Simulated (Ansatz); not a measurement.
**Low-lying states of CuH (charge +1)**

Program: Ansatz, Gaussian basis, development build. State-averaged CASSCF with equal weights; occupations are averaged over the states; levels count from the state that is lowest in CASSCF. CASSCF levels without dynamic correlation can be off by over 1 eV. No symmetry is imposed, so a solution can break that of the shape. No proof that the lowest CASSCF solution was found. The average may hold one member of a degenerate pair alone.

Geometry: bond length 1.4630 Å.

Basis cc-pVTZ, nonrelativistic, 5 orbitals frozen in the corrections; active space CAS(1,2). Averaged: 2 doublets.

Question: Give the levels in order.

Answer: 

```
  state  CASSCF (eV)
doublet        0.000
doublet        5.792
```

Occupations: 0.50, 0.50.
